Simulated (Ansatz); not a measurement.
Isolated molecules relaxed with PBE0-D4/def2-TZVP in Ansatz; ΔE leaves out vibrations. CCSD(T)/CBS is the MP2 limit (def2-TZVPP, def2-QZVPP) plus CCSD(T) − MP2 in def2-TZVPP, frozen cores. DFT in def2-TZVPP. B3LYP here is the variant with VWN-RPA as its local correlation; programs differ in this. One conformer a species, not always the lowest.

`BO[SiH2][SiH2]O` + `C=CNCC` → `BN(C=C)CC` + `O[SiH2][SiH2]O`  (ligand exchange at a B–O bond)

`BO[SiH2][SiH2]O`:

```xyz
12

B    -0.558   -1.697    1.788
O    -1.010   -0.661    1.054
Si   -0.919   -0.334   -0.575
Si    0.548    1.460   -0.914
O     2.020    0.960   -0.352
H    -0.717   -1.656    2.975
H    -0.020   -2.629    1.248
H    -2.287    0.026   -1.031
H    -0.469   -1.551   -1.306
H     0.080    2.680   -0.194
H     0.597    1.803   -2.366
H     2.734    1.598   -0.328
```

`C=CNCC`:

Z-matrix (Å, degrees):
```
C
C 1 1.521
N 1 1.446 2 114.6
H 1 1.094 2 110.1 3 -122.2
H 1 1.095 2 109.9 3 121.1
H 2 1.093 1 110.9 3 60.8
H 2 1.093 1 111.0 3 -179.2
H 2 1.093 1 110.8 3 -58.9
C 3 1.375 1 119.4 2 73.4
H 3 1.009 1 114.4 2 -67.3
C 9 1.334 3 127.2 1 -151.9
H 9 1.088 3 113.1 1 31.2
H 11 1.080 9 120.2 3 -174.7
H 11 1.085 9 122.0 3 3.6
```

`BN(C=C)CC`:

Z-matrix (Å, degrees):
```
C
C 1 1.518
N 1 1.458 2 112.9
H 1 1.094 2 110.8 3 -122.2
H 1 1.090 2 109.9 3 119.7
H 2 1.092 1 110.2 3 177.6
H 2 1.092 1 110.3 3 -62.9
H 2 1.091 1 111.7 3 57.3
C 3 1.396 1 117.7 2 -79.3
B 3 1.399 1 121.5 2 100.0
C 9 1.330 3 127.4 1 -1.9
H 9 1.084 3 112.5 1 178.6
H 10 1.196 3 118.8 1 1.6
H 10 1.195 3 118.8 1 -178.5
H 11 1.081 9 119.1 3 -178.9
H 11 1.082 9 123.7 3 1.1
```

`O[SiH2][SiH2]O`:

Z-matrix (Å, degrees):
```
Si
Si 1 2.355
O 1 1.666 2 99.0
H 1 1.492 2 114.6 3 -117.8
H 1 1.492 2 114.8 3 118.1
O 2 1.652 1 104.4 3 4.7
H 2 1.489 1 112.0 3 -115.1
H 2 1.488 1 112.5 3 123.9
H 3 0.958 1 118.7 2 -179.1
H 6 0.962 2 113.9 1 -4.7
```

CCSD(T)/CBS gives -19.9 kJ/mol.

Q: Another level gave -13.2 kJ/mol. Which?
A. CCSD(T)/def2-TZVPP
B. B3LYP/def2-TZVPP
C. HF/def2-TZVPP
D. r2SCAN/def2-TZVPP

A: D. r2SCAN -13.2, B3LYP -3.5, CCSD(T)/def2-TZVPP -19.1, HF/def2-TZVPP 11.7 kJ/mol.

Largest T1 diagnostic among the species: 0.013.

The D4 term adds −7.0 kJ/mol with B3LYP and −3.6 kJ/mol with PBE0; it sums over pairs of atoms, weighted by their polarisabilities, and B3LYP, whose exchange is more repulsive, gets the larger term. In def2-TZVPP, CCSD(T) changes the Hartree–Fock value by −30.8 kJ/mol (the triples alone add −4.4 kJ/mol) and MP2 by −34.0 kJ/mol.

CCSD(T)/CBS has its own doubt, a few kJ/mol and more with outer-core shells, so smaller differences from it don't rank the levels.
